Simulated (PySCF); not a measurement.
PySCF run on BeSe

Input:

```python
from pyscf import gto, scf
from pyscf.hessian import thermo

mol = gto.M(
    atom='Be 0 0 0; Se 0 0 1.93',
    basis='def2-svpd',
    charge=0,
    spin=0,
    verbose=4,
)
mf = scf.RHF(mol)
mf.kernel()
hess = mf.Hessian().kernel()
print('wavenumber (cm^-1) =', thermo.harmonic_analysis(mol, hess)['freq_wavenumber'].round(1))
mf.dip_moment()
print('orbital energies (hartree):', mf.mo_energy[..., max(0, mol.nelec[1]-3):mol.nelec[0]+3].round(4))
```

```bash
$ python input.py
```

It prints:

```
PySCF version 2.14.0

[INPUT] verbose = 4
[INPUT] num. atoms = 2
[INPUT] num. electrons = 38
[INPUT] charge = 0
[INPUT] spin (= nelec alpha-beta = 2S) = 0
[INPUT] symmetry False subgroup None
[INPUT] Mole.unit = angstrom
[INPUT] Symbol           X                Y                Z      unit          X                Y                Z       unit  Magmom
[INPUT]  1 Be     0.000000000000   0.000000000000   0.000000000000 AA    0.000000000000   0.000000000000   0.000000000000 Bohr   0.0
[INPUT]  2 Se     0.000000000000   0.000000000000   1.930000000000 AA    0.000000000000   0.000000000000   3.647171420411 Bohr   0.0

nuclear repulsion = 37.2891713394404
number of shells = 21
number of NR pGTOs = 105
number of NR cGTOs = 53
basis = def2-svpd
ecp = {}

******** <class 'pyscf.scf.hf.RHF'> ********
method = RHF
initial guess = minao
damping factor = 0
level_shift factor = 0
DIIS = <class 'pyscf.scf.diis.CDIIS'>
diis_start_cycle = 1
diis_space = 8
diis_damp = 0
SCF conv_tol = 1e-09
SCF conv_tol_grad = None
SCF max_cycles = 50
direct_scf = True
direct_scf_tol = 1e-13
Set gradient conv threshold to 3.16228e-05
Initial guess from minao.
init E= -2413.37407182348
  HOMO = -0.305543983910516  LUMO = -0.117182113059407  gap/eV = 5.12559
cycle= 1 E= -2414.07227626002  delta_E= -0.698  |g|= 0.292  |ddm|=  1.8
  HOMO = -0.284522989773076  LUMO = -0.0993626207954121  gap/eV = 5.03847
cycle= 2 E= -2414.1065381624  delta_E= -0.0343  |g|= 0.238  |ddm|= 0.911
  HOMO = -0.323250532061819  LUMO = -0.0678550114973095  gap/eV = 6.94967
cycle= 3 E= -2414.12730089022  delta_E= -0.0208  |g|= 0.0403  |ddm|= 0.375
  HOMO = -0.321995752429195  LUMO = -0.0621967337282059  gap/eV = 7.06949
cycle= 4 E= -2414.12917382613  delta_E= -0.00187  |g|= 0.023  |ddm|= 0.0999
  HOMO = -0.318905225528237  LUMO = -0.061261410406829  gap/eV = 7.01085
cycle= 5 E= -2414.13057796539  delta_E= -0.0014  |g|= 0.00982  |ddm|= 0.119
  HOMO = -0.316737846004723  LUMO = -0.0619297644565573  gap/eV = 6.93368
cycle= 6 E= -2414.13086552743  delta_E= -0.000288  |g|= 0.00153  |ddm|= 0.0744
  HOMO = -0.316717542155993  LUMO = -0.0622488507476708  gap/eV = 6.92445
cycle= 7 E= -2414.13087051458  delta_E= -4.99e-06  |g|= 0.000381  |ddm|= 0.00964
  HOMO = -0.316805391083416  LUMO = -0.0623237915980006  gap/eV = 6.92480
cycle= 8 E= -2414.13087060383  delta_E= -8.93e-08  |g|= 0.0001  |ddm|= 0.00151
  HOMO = -0.316771572695797  LUMO = -0.0623044752702691  gap/eV = 6.92440
cycle= 9 E= -2414.13087060894  delta_E= -5.11e-09  |g|= 1.38e-05  |ddm|= 0.000182
  HOMO = -0.316776943563551  LUMO = -0.0623033629058085  gap/eV = 6.92458
cycle= 10 E= -2414.13087060916  delta_E= -2.25e-10  |g|= 5.14e-06  |ddm|= 6.01e-05
  HOMO = -0.316777947792865  LUMO = -0.0623021463029207  gap/eV = 6.92464
Extra cycle  E= -2414.13087060918  delta_E= -1.82e-11  |g|= 2.94e-06  |ddm|= 1.64e-05
converged SCF energy = -2414.13087060918
wavenumber (cm^-1) = [766.3]
Dipole moment(X, Y, Z, Debye):  0.00000, -0.00000, -6.35378
orbital energies (hartree): [-0.4033 -0.3168 -0.3168 -0.0623  0.0397  0.0397]
```

In short: E(SCF) = -2414.130871 Eh, 10 cycles, μz(SCF) = -6.35 D, wavenumbers 766 cm⁻¹.

Wall time 9.9 s on one thread of a shared host.

Stability towards an unrestricted solution was not tested. The bond length is a typed value, not an optimised one, so the wavenumber is not that of the minimum.
